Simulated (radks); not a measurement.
Task: Hf L, configuration [Ar] 3d5 (the NIST ground configuration). All-electron calculation, Dirac Kohn-Sham, PBE, spin-unpolarised, spherical densities, finite nucleus; open shells fill j = l - 1/2 first; Fermi nuclear charge, rms radius 5.347 fm. Program: a radial shooting solver on a logarithmic mesh with Libxc functionals. Some entries of the table are withheld. Estimate them.

orbital  occ.  eigenvalue (eV)  <1/r> (bohr^-1)
1s1/2       2              (1)            83.78
2s1/2       2              (2)            20.42
2p1/2       2        -13584.29            20.36
2p3/2       4        -12380.74            17.31
3s1/2       2        -5163.480            7.870
3p1/2       2        -4967.813            7.790
3p3/2       4        -4679.302            6.995
3d3/2       4        -4375.944              (3)
3d5/2       1        -4310.115              (4)

Result: 
(1) 1s1/2 eigenvalue (eV): -68168.55
(2) 2s1/2 eigenvalue (eV): -14061.53
(3) 3d3/2 <1/r> (bohr^-1): 6.871
(4) 3d5/2 <1/r> (bohr^-1): 6.681
